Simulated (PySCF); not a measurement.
Can point charges reproduce the dipole moment of `CC(C)(C)[P@](C)(P)=S`?

Coordinates (PBE0-D3(BJ)/def2-SVP, Å) and charges (e) from the PBE0/pcSseg-1 density (PySCF):

```json
{"atom": "C1", "x": "1.445", "y": "-1.196", "z": "0.645", "Mulliken": "-0.1642", "IAO": "-0.4120", "Hirshfeld": "-0.1196", "ESP-fitted": "-0.5465"}
{"atom": "C2", "x": "0.749", "y": "0.068", "z": "0.141", "Mulliken": "-0.7146", "IAO": "-0.1359", "Hirshfeld": "-0.0104", "ESP-fitted": "+0.5835"}
{"atom": "C3", "x": "0.515", "y": "1.054", "z": "1.284", "Mulliken": "-0.1679", "IAO": "-0.4112", "Hirshfeld": "-0.1195", "ESP-fitted": "-0.3015"}
{"atom": "C4", "x": "1.580", "y": "0.711", "z": "-0.970", "Mulliken": "-0.1531", "IAO": "-0.4104", "Hirshfeld": "-0.1195", "ESP-fitted": "-0.5247"}
{"atom": "P5", "x": "-0.881", "y": "-0.473", "z": "-0.616", "Mulliken": "+0.1639", "IAO": "+0.8827", "Hirshfeld": "+0.3015", "ESP-fitted": "+0.0551"}
{"atom": "C6", "x": "-1.855", "y": "1.046", "z": "-0.897", "Mulliken": "-0.4215", "IAO": "-0.6407", "Hirshfeld": "-0.1567", "ESP-fitted": "-0.6179"}
{"atom": "P7", "x": "-1.976", "y": "-1.400", "z": "1.098", "Mulliken": "-0.0265", "IAO": "-0.0553", "Hirshfeld": "+0.0464", "ESP-fitted": "-0.2366"}
{"atom": "S8", "x": "-0.687", "y": "-1.576", "z": "-2.218", "Mulliken": "-0.3452", "IAO": "-0.6189", "Hirshfeld": "-0.3200", "ESP-fitted": "-0.3671"}
{"atom": "H9", "x": "0.909", "y": "-1.650", "z": "1.494", "Mulliken": "+0.1207", "IAO": "+0.1307", "Hirshfeld": "+0.0337", "ESP-fitted": "+0.1623"}
{"atom": "H10", "x": "2.460", "y": "-0.946", "z": "0.994", "Mulliken": "+0.1250", "IAO": "+0.1403", "Hirshfeld": "+0.0449", "ESP-fitted": "+0.1388"}
{"atom": "H11", "x": "1.526", "y": "-1.945", "z": "-0.158", "Mulliken": "+0.1442", "IAO": "+0.1547", "Hirshfeld": "+0.0349", "ESP-fitted": "+0.1299"}
{"atom": "H12", "x": "1.477", "y": "1.274", "z": "1.776", "Mulliken": "+0.1271", "IAO": "+0.1435", "Hirshfeld": "+0.0455", "ESP-fitted": "+0.0764"}
{"atom": "H13", "x": "0.107", "y": "2.011", "z": "0.925", "Mulliken": "+0.1224", "IAO": "+0.1342", "Hirshfeld": "+0.0392", "ESP-fitted": "+0.0726"}
{"atom": "H14", "x": "-0.164", "y": "0.651", "z": "2.050", "Mulliken": "+0.1347", "IAO": "+0.1403", "Hirshfeld": "+0.0286", "ESP-fitted": "+0.0593"}
{"atom": "H15", "x": "1.121", "y": "1.641", "z": "-1.342", "Mulliken": "+0.1138", "IAO": "+0.1308", "Hirshfeld": "+0.0380", "ESP-fitted": "+0.1388"}
{"atom": "H16", "x": "2.578", "y": "0.966", "z": "-0.578", "Mulliken": "+0.1230", "IAO": "+0.1384", "Hirshfeld": "+0.0436", "ESP-fitted": "+0.1243"}
{"atom": "H17", "x": "1.697", "y": "0.023", "z": "-1.820", "Mulliken": "+0.1463", "IAO": "+0.1574", "Hirshfeld": "+0.0324", "ESP-fitted": "+0.1450"}
{"atom": "H18", "x": "-2.796", "y": "0.749", "z": "-1.380", "Mulliken": "+0.1754", "IAO": "+0.1748", "Hirshfeld": "+0.0537", "ESP-fitted": "+0.2287"}
{"atom": "H19", "x": "-2.065", "y": "1.588", "z": "0.036", "Mulliken": "+0.1555", "IAO": "+0.1579", "Hirshfeld": "+0.0488", "ESP-fitted": "+0.2253"}
{"atom": "H20", "x": "-1.300", "y": "1.692", "z": "-1.593", "Mulliken": "+0.1703", "IAO": "+0.1681", "Hirshfeld": "+0.0549", "ESP-fitted": "+0.1988"}
{"atom": "H21", "x": "-3.123", "y": "-1.608", "z": "0.273", "Mulliken": "+0.0826", "IAO": "+0.0125", "Hirshfeld": "-0.0008", "ESP-fitted": "+0.1457"}
{"atom": "H22", "x": "-1.443", "y": "-2.690", "z": "0.806", "Mulliken": "+0.0883", "IAO": "+0.0181", "Hirshfeld": "+0.0007", "ESP-fitted": "+0.1098"}
```

Problem. What dipole does each set of charges give (1 e·Å = 4.803 D), and what does the density give?

Solution. The full density gives (0.20, 2.57, 2.73) D, 3.76 D in size; dipole vectors point from the negative to the positive end.

| scheme | μx | μy | μz | size (D) | share of the full size (%) | angle to the full dipole (°) |
| --- | --- | --- | --- | --- | --- | --- |
| Mulliken | -0.40 | 2.05 | 3.52 | 4.09 | 109 | 16 |
| IAO | -0.18 | 2.72 | 4.22 | 5.02 | 134 | 12 |
| Hirshfeld | -0.61 | 1.77 | 2.74 | 3.32 | 88 | 17 |
| ESP-fitted | 0.11 | 2.68 | 2.85 | 3.91 | 104 | 1 |

Problem. Which set comes closest?

Solution. Length of the difference vector: ESP-fitted 0.18 D, Mulliken 1.12 D, Hirshfeld 1.14 D, IAO 1.54 D. Closest: ESP-fitted. ESP charges are fitted to the potential around the molecule, whose slowest-falling term is the dipole's. The schemes that divide the density aren't constrained to reproduce the dipole.

Problem. What is left for the Hirshfeld atoms' own dipoles?

Solution. The shares of the density sum to the whole, so what Σ q r misses lies in dipoles about the nuclei. The atomic dipoles sum to (0.20, 2.57, 2.73) − (-0.61, 1.77, 2.74) = (0.81, 0.80, -0.01) D, 1.14 D in size.

Problem. With the origin at the mean of the coordinates, (-0.006, -0.001, -0.002) Å, which are the largest single terms, by size, of the Hirshfeld dipole along the direction of the full one?

Solution. S8 +4.19, P5 -1.18, C3 -0.97, H12 +0.49, H13 +0.39 D; all 22 atoms together +3.17 D. The single terms depend on the origin, their sum doesn't.

Problem. Give the size of the full dipole in other units.

Solution. 3.76 D = 1.479 au = 0.783 e·Å = 12.54 × 10⁻³⁰ C·m.

The structure is a single PBE0-D3(BJ)/def2-SVP conformer in the gas phase; no vibrational or solvent corrections.

Conformer computed: `[CH3:1][C:2]([CH3:3])([CH3:4])[P@:5]([CH3:6])([PH2:7])=[S:8]`: C1–C2–P5–C6 168°, H–P7–P5–C2 176°, H–P7–P5–C2 -91°.
